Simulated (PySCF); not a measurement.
**Adding and removing an electron: TlN**

ROHF-MP2; PySCF, scalar-relativistic core potentials, basis sets Tl def2-SVPD with ECP60, N def2-SVPD. Neutral (ROHF): triplet (π ↑↑), Re = 2.315 Å, ωe = 425 cm⁻¹, De = 1.12 eV.

TlN⁺ (UHF): quartet (σ ↑, π ↑↑), Re = 3.186 Å, ωe = 88.9 cm⁻¹. The energies at the minima are -226.01941 hartree for TlN and -225.79114 for TlN⁺.

Q: Work out the adiabatic ionisation energy, without and with harmonic zero-point energies (1 hartree = 27.2114 eV, 1 eV = 8065.5 cm⁻¹), and the change of the bond length.

A: At MP2: 0.22827 hartree = 6.212 eV between the minima; the zero-point term (88.9 − 425.0)/2 cm⁻¹ = -0.021 eV makes it 6.191 eV. Re changes by +87.1 pm against the neutral. The electron leaves a σ orbital, and the ion is left as a loose complex of an ion and an atom.

Correlated steps freeze 5 core orbitals. UHF and ROHF references stand side by side, which adds small steps between rows. Correlated levels converge slowly with the basis: in double zeta they bind strong bonds too weakly, by up to about 1 eV, and carry superposition errors of some tenths. Spin–orbit coupling is left out, which matters for elements this heavy, above all for dissociation energies. States were picked by a PBE0 search and need not be the measured ground states.

Neutral and ion stand on different kinds of reference determinant, which adds to the error of the difference.
